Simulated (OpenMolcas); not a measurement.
# What dynamic correlation does to the levels of neutral silicon

```yaml
Program: OpenMolcas 26.06
Basis: ANO-R3 [6s5p4d2f1g]
Scalar_Hamiltonian: X2C, finite nucleus
Active_space: 2 electrons in 9 orbitals (RAS2 3p; RAS3 3d 4s, at most 1 electron)
State_averaging: 2S+1 = 3 even, 3 roots; 2S+1 = 1 even, 6 roots; 2S+1 = 3 odd, 3 roots (0 in the spin-orbit step); 2S+1 = 1 odd, 3 roots (0 in the spin-orbit step)
Spin-orbit_coupling: RASSI with atomic mean-field integrals over the reference wave functions, term energies averaged over their components
```

Methods on the same reference wave functions:
A. RASSCF
B. SS-RASPT2, IPEA 0.25 Eh, imaginary shift 0.1 Eh (closed shells correlated: 2s 2p 3s)

Energies in cm⁻¹ above 3s² 3p² ³P₀, the measured ground level; measured values from NIST Handbook of Basic Atomic Spectroscopic Data.

```json
{"Level": "3s² 3p² ³P₀", "A": "0.0", "B": "0.0", "Measured": "0.0"}
{"Level": "3s² 3p² ³P₁", "A": "66.1", "B": "66.2", "Measured": "77.1"}
{"Level": "3s² 3p² ³P₂", "A": "194", "B": "194", "Measured": "223"}
{"Level": "3s² 3p² ¹D₂", "A": "8784", "B": "6450", "Measured": "6299"}
{"Level": "3s² 3p² ¹S₀", "A": "21494", "B": "20000", "Measured": "15394"}
```

Deviations, from unrounded energies. A percentage is the sum of absolute deviations over the sum of measured energies, with the sign that they share, or ± where signs differ.

```tsv
Against measurement	Levels	A	B
mean absolute deviation (cm-1)	4	2200	1200
fine structure of the ground term (%)	2	-13.2	-13.3
other terms of the ground configuration (%)	2	+39.6	+21.9
```

B lies closest to measurement on these levels. The largest miss of B in the table is 3s² 3p² ¹S₀, by +4600 cm-1. The ranking rests on the paired levels alone, and a cruder setting can come out closer through cancelling errors.

From A to B the spin-free energies of the other terms of 3s² 3p² shown, above ³P, scale by factors of 0.73 to 0.93.

The lowest spin-free term lies below A's lowest term by 0.334 hartree in B.

CASPT2 breaks the degeneracy within a term, and the mean is taken; among the terms shown or strongly mixed into the levels shown the widest spread is 96 cm-1 (3s² 3p² ¹D, B). With the s shell closed, the reference lacks s² → p² mixing. No level of 3s² 3p 4s was computed, though it lies in the active space. Without dynamic correlation excited terms often stand tens of per cent too high (terms of higher spin than the ground term too low), and those without a measured partner can miss by more than the paired ones (holds for A). Some terms miss by over 15 % even with CASPT2, which points to a basis or an active space too small for the shells correlated (holds for B). Measured partners are found by configuration, term and J. A level has none where our copy of the source lacks it or the pairing is in doubt (some pairs that miss far off the trend of their configuration count as doubtful), and it then counts in no deviation. Only configurations of the active space appear.
